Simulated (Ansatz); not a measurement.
`CC[O][GeH]([O]C)[O]C` + `[OH][Ga]([F])[Cl]` → `CC[O][Ga]([F])[Cl]` + `C[O][GeH]([OH])[O]C`  (substitution at a C–O bond)

Gas-phase electronic energies from Ansatz, PBE0-D4/def2-TZVP geometries. CCSD(T)/CBS is the MP2 limit (def2-TZVPP, def2-QZVPP) plus CCSD(T) − MP2 in def2-TZVPP, frozen cores. DFT in def2-TZVPP. B3LYP here is the variant with VWN-RPA as its local correlation; programs differ in this. For Ga, Ge outer-core shells are correlated without core-valence functions, which leaves a few kJ/mol of doubt a bond. Scalar relativity is left out up to krypton. One conformer a species, not always the lowest.

`CC[O][GeH]([O]C)[O]C`:

```xyz
20

C     0.568    2.003   -2.515
C    -0.102    1.140   -1.476
O     0.790    0.094   -1.112
Ge    0.351   -1.005    0.184
O     0.128   -0.144    1.714
C     1.245    0.439    2.345
O    -1.240   -1.648   -0.195
C    -1.999   -2.303    0.800
H     1.488    2.439   -2.118
H     0.822    1.411   -3.396
H    -0.097    2.814   -2.821
H    -1.032    0.715   -1.871
H    -0.365    1.739   -0.595
H     1.467   -2.051    0.288
H     0.926    0.812    3.321
H     1.646    1.281    1.769
H     2.056   -0.283    2.507
H    -2.144   -1.672    1.683
H    -2.976   -2.536    0.371
H    -1.532   -3.244    1.116
```

`[OH][Ga]([F])[Cl]`:

Cartesian coordinates in Å:
```
O -0.434 1.310 0.202
Ga 0.333 -0.272 0.102
F 1.844 -0.478 0.924
Cl -0.475 -1.917 -0.953
H -1.267 1.357 -0.274
```

`CC[O][Ga]([F])[Cl]`:

Z-matrix (Å, degrees):
```
C
C 1 1.511
H 1 1.095 2 110.9
H 1 1.092 2 110.6 3 -120.8
H 1 1.093 2 110.6 3 119.2
O 2 1.420 1 112.4 3 64.9
H 2 1.097 1 110.1 3 -59.1
H 2 1.094 1 110.3 3 -177.3
Ga 6 1.758 2 121.9 1 -68.0
F 9 1.745 6 119.4 2 -6.2
Cl 9 2.105 6 122.1 2 175.1
```

`C[O][GeH]([OH])[O]C`:

Cartesian coordinates in Å:
```
C 0.214 0.959 -1.912
O 0.743 -0.139 -1.202
Ge -0.320 -1.136 -0.198
O 0.802 -2.256 0.567
O -1.128 -0.131 1.004
C -0.356 0.552 1.969
H -0.310 1.662 -1.253
H -0.482 0.640 -2.698
H 1.045 1.485 -2.387
H -1.435 -1.845 -0.962
H 1.711 -2.022 0.359
H -1.044 1.086 2.628
H 0.240 -0.139 2.575
H 0.320 1.283 1.510
```

```tsv
level	ΔE (kcal/mol)	difference from CCSD(T)/CBS
PBE-D4	-0.7	-0.4
r2SCAN-D4	-0.5	-0.2
PBE0-D4	-0.4	-0.1
B3LYP-D4	-0.5	-0.2
ωB97X-V	-0.3	0.0
ωB97M-V	-0.3	0.0
B2PLYP	-0.2	0.1
PBE	-0.7	-0.4
r2SCAN	-0.7	-0.4
PBE0	-0.4	-0.1
B3LYP	-0.3	0.0
HF/def2-TZVPP	0.3	0.6
MP2/def2-TZVPP	0.1	0.4
SCS-MP2/def2-TZVPP	0.1	0.4
CCSD/def2-TZVPP	0.0	0.3
CCSD(T)/def2-TZVPP	-0.1	0.2
HF/def2-QZVPP	0.4	0.7
MP2/def2-QZVPP	0.0	0.3
SCS-MP2/def2-QZVPP	0.0	0.3
HF/CBS(def2)	0.4	0.7
MP2/CBS(def2)	-0.1	0.2
CCSD/CBS(def2)	-0.2	0.1
CCSD(T)/CBS	-0.3	0
```

Largest T1 diagnostic among the species: 0.014.
